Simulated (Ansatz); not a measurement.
Zn2Se, relaxed as a singlet with RKS PBE0-D4/def2-TZVP in Ansatz, starting from the GFN1-xTB geometry. Force threshold 0.02 eV/Å.

The restricted singlet is unstable towards broken spin symmetry in Hartree–Fock (as tested in another run); at PBE0-D4/def2-TZVP this wasn't settled. Another isomer (triplet) lies 0.38 eV lower at PBE0-D4/def2-TZVP; other spin states weren't run for this one.

Start:

| atom | x (Å) | y (Å) | z (Å) |
| --- | --- | --- | --- |
| Zn1 | -0.115 | -0.001 | -0.012 |
| Zn2 | 2.334 | -0.023 | 0.422 |
| Se3 | -2.219 | 0.024 | -0.411 |

```csv
step,energy (eV),largest force component (eV/Å),SCF passes
1,-162168.1330,0.421,20
2,-162168.1395,0.062,29
3,-162168.1403,0.013,29
```

Force components are those of the run's own axes.

End:

```xyz
3

Zn   -0.117   -0.001   -0.014
Zn    2.365   -0.023    0.429
Se   -2.247    0.024   -0.415
```

By distances, no bond broke or formed. The bond that changes most is Zn1–Zn2, from 2.49 to 2.52 Å (atoms count from 1).

No frequencies were taken in this run, so the end may be a saddle point.

It took 4.6 s on 4 threads of INTEL XEON PLATINUM 8581C on a shared host.
